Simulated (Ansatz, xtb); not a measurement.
A geometry optimisation of CH6BInSi with r2SCAN-D4/def2-SVP

The starting geometry of this gas-phase singlet was built from a drawn formula by distance geometry; its bonds are those of `[H]/B=[SiH]/[InH][CH3]`.

```xyz
10

C     0.6568    0.0420   -0.3975
B    -2.4560   -1.4616    2.0747
In   -1.2928    1.2682    0.1766
Si   -2.8042    0.2533    1.7532
H    -2.6945   -2.5040    2.7002
H    -3.3466    1.2482    2.7278
H    -0.9279    2.7613    0.1412
H    -0.0417   -0.6040   -0.9532
H     1.1581    0.7987   -0.9874
H     0.9130   -0.1871    0.5564
```

**Question.** Where would you expect an optimisation with r2SCAN-D4/def2-SVP to take it?

**Answer.** A new bond forms, giving a structure given below by its coordinates. Distances that change by over a tenth: In3–Si4 (2.41 → 2.67 Å), In3–H7 (1.54 → 1.73 Å). Contacts that close: B2–In3 (3.52 → 2.52 Å).

The energy falls by 2.31 eV over 18 steps:

```json
{"step": "1", "E − E(last) (eV)": "2.313"}
{"step": "3", "E − E(last) (eV)": "0.445"}
{"step": "5", "E − E(last) (eV)": "0.358"}
{"step": "7", "E − E(last) (eV)": "0.310"}
{"step": "9", "E − E(last) (eV)": "0.224"}
{"step": "10", "E − E(last) (eV)": "0.156"}
{"step": "12", "E − E(last) (eV)": "0.025"}
{"step": "14", "E − E(last) (eV)": "0.011"}
{"step": "16", "E − E(last) (eV)": "0.001"}
{"step": "18", "E − E(last) (eV)": "0.000"}
```

Final geometry (Å):

```xyz
10

C     0.4259   -0.1430   -0.3244
B    -2.2204   -0.8525    2.0153
In   -1.1510    0.9794    0.6580
Si   -3.5464    0.3642    1.6573
H    -1.5715   -1.8541    1.8914
H    -3.7640    1.4421    2.6783
H    -1.1163    2.7121    0.6650
H     0.0037   -0.9998   -0.8699
H     0.9873    0.4970   -1.0201
H     1.1168   -0.5305    0.4410
```

From the same start GFN2-xTB reaches the same bonding as this run.

The end wasn't checked by frequencies. Atoms past krypton carry core potentials, without spin–orbit terms. Run with Ansatz 0.2.0, 44 s on 2 threads of Intel(R) Xeon(R) Platinum 8259CL CPU @ 2.50GHz (Skylake/Cascade Lake), on a shared host.
